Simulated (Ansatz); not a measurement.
The same atomization along the group O, S, Se.

Calculated with Ansatz (gas phase, PBE0-D4/def2-TZVP geometries, no zero-point term in ΔE). CBS: MP2 limit from def2 TZ/QZ plus the TZ coupled-cluster correction, frozen cores. This one scheme is used for every species, atoms too. DFT in def2-TZVPP. No spin–orbit coupling; open shells (•) take unrestricted orbitals. Spin–orbit coupling would lower the free atoms: a little for C, O, S; clearly for Ge, Se. Bonds to Ge, Se are less sure, by a few kJ/mol each and by 10 to 20 or more in all where they break to atoms, as the def2 sets lack core-valence functions. Scalar relativity is left out up to krypton. Each species was taken in one conformer, which may not be the lowest.

```csv
reaction,PBE0-D4 (eV),ωB97X-V (eV)
`C[O][GeH2][CH3]` → 2 C• + Ge• + 8 H• + O•,43.37,43.68
`C[S][GeH2][CH3]` → 2 C• + Ge• + 8 H• + S•,42.08,42.27
`[CH3][GeH2][Se]C` → 2 C• + Ge• + 8 H• + Se•,41.43,41.60
```

(1) Give the CCSD(T)/CBS values in the same order. (Estimate.)

Largest T1 diagnostic: 0.011, for `C[O][GeH2][CH3]`.

## Answers

(1) The calculation gave: 43.68, 42.18, 41.62 eV.

For atomizations the MP2-based limit and the directly extrapolated one differ by several kJ/mol either way, and by 10 to 25 for some Ge, Se and Sn compounds, so smaller differences from it don't rank the levels.
